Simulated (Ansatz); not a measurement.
Relaxed structures of H3SeSO (charge +1), singlet (PBE0-D4/def2-TZVP; forces vanish, vibrations not checked; lower isomers may exist, and structures with a doubtful reference or unclear bonds are left out; Å). Program: Ansatz 0.2.0. Basis: def2-TZVPP. Cores are frozen in the correlated methods. Filled d shells of the heavier atoms are correlated. The def2 sets are not built for correlating such inner shells, so the correlated values are less sure here.

(1) Rank them by CCSD(T) energy, lowest first, and give each one's height above the lowest. Links in brackets join atoms within 1.22 times the sum of their covalent radii (1.1 for two metals). (Judge from chemistry; the value comes from the calculation.)
A.
H₃SeSO ([OH][SH][SeH]), total charge +1
```
6
angstrom
S 0.5332 -0.1104 -0.4285
O -0.7436 -1.0049 -0.7798
Se 0.4640 0.4820 1.6645
H -1.3563 -0.5127 -1.3527
H 1.3626 -1.1612 -0.2435
H 0.1514 1.8663 1.2649
```
B.
H₃SeSO ([SH][O][SeH2]), total charge +1
```
6
angstrom
S -1.0589 -0.8972 -0.3744
O 0.5188 -0.5561 0.1066
Se 0.8332 0.4958 1.4911
H -1.1479 0.0905 -1.2905
H -0.2408 0.0158 2.4019
H 0.0159 1.6769 1.1028
```
C.
H₃SeSO ([SH][OH][SeH]), total charge +1
```
6
angstrom
S -0.9933 -1.1279 -0.7921
O 0.3505 -0.3467 -0.0390
Se 0.3549 0.4710 1.6848
H -1.2376 -0.0869 -1.6143
H 1.2081 -0.7185 -0.3047
H 0.3175 1.8090 1.0653
```
D.
H₃SeSO ([OH][SeH][SH]), total charge +1
```
6
angstrom
S -0.9780 -1.1635 -0.8892
O 0.5143 0.3877 1.3804
Se 0.7109 0.0638 -0.3243
H -1.5483 -0.1509 -1.5750
H 1.5799 -1.1003 -0.0455
H 0.2089 1.2993 1.5186
```

The T1 diagnostic stays at or below 0.015.

Results:

(1) By the calculation: D (0.00 kcal/mol), A (1.19 kcal/mol), C (33.97 kcal/mol), B (36.35 kcal/mol). Heights count from the lowest.

For scale, one of the runs: CCSD(T)/def2-TZVPP, 163 basis functions, launched by `ansatz run in.yaml --threads 2 --pin off --events-out ev --progress --plain --max-ram 4352MiB`. The run took 48 s on 2 CPU threads of an Arm Neoverse V1 (shared host), with 1.2 GiB of host memory at its peak.
